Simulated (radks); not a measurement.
The nuclear charge of neutral platinum is varied continuously with 78 electrons held in [Xe] 4f14 5d9 6s1. Calculated with a radial shooting solver on a logarithmic mesh with Libxc functionals: scalar-relativistic Kohn-Sham, LDA (Slater exchange, Perdew-Wang correlation), spin-polarised, spherical densities, point nucleus; open shells are filled with parallel spins first (spin-orbit coupling, left out, can overturn this in heavy ions). By the Hellmann-Feynman theorem dE/dZ = E(electron-nucleus)/Z, the electronic potential at the nucleus. The scalar-relativistic energy here is not variational (the density holds large components alone), so the two differ by a part that grows with Z.

| Z | E (hartree) | E(electron-nucleus)/Z (hartree) | HOMO | e(HOMO) (eV) | <r> HOMO (bohr) |
|---|---|---|---|---|---|
| 77.75 | -18255.7101 | -583.554 | 5d | -3.492 | 1.756 |
| 78 | -18403.2526 | -586.487 | 5d | -5.918 | 1.699 |
| 78.25 | -18551.5447 | -589.422 | 6s | -8.344 | 2.780 |
| 78.5 | -18700.5872 | -592.359 | 6s | -10.499 | 2.692 |
| 78.75 | -18850.3810 | -595.300 | 6s | -12.770 | 2.612 |
| 79 | -19000.9270 | -598.243 | 6s | -15.151 | 2.540 |

The central difference of E at Z = 78 is -591.669 hartree, to compare with the third column; the second derivative is -12 hartree.
